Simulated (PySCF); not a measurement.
C3H5BO2, SMILES C=CB(O)C=O.

Geometry: B3LYP-D3(BJ)/def2-SVP. The structure was generated by enumeration, and PubChem lists no compound with its InChIKey, so it may never have been made. Other conformers were not sampled.

The numbers are results of TDA-PBE/def2-SVPD (PySCF 2.14.0), not measurements.

Vertical excitations. Gas-phase values at a fixed geometry.

```csv
state,energy (eV),λ (nm),f,main pairs
S1,2.48,500,0.000,HOMO→LUMO 99 %
S2,4.17,297,0.109,HOMO−1→LUMO 88 %
S3,4.35,285,0.000,HOMO→LUMO+1 98 %
S4,4.71,263,0.000,HOMO−2→LUMO 97 %
S5,5.35,232,0.000,HOMO−3→LUMO 99 %
S6,5.72,217,0.001,HOMO→LUMO+2 94 %
S7,6.15,202,0.041,HOMO−4→LUMO 82 %
S8,6.53,190,0.063,HOMO→LUMO+3 96 %
S9,6.63,187,0.000,HOMO−5→LUMO 98 %
S10,6.64,187,0.009,HOMO→LUMO+4 99 %
T1,1.92,647,0,HOMO→LUMO 99 %
T2,3.20,387,0,HOMO−1→LUMO 95 %
T3,4.11,302,0,HOMO→LUMO+1 98 %
T4,4.42,280,0,HOMO−2→LUMO 98 %
```
Triplets are in the Tamm–Dancoff approximation.
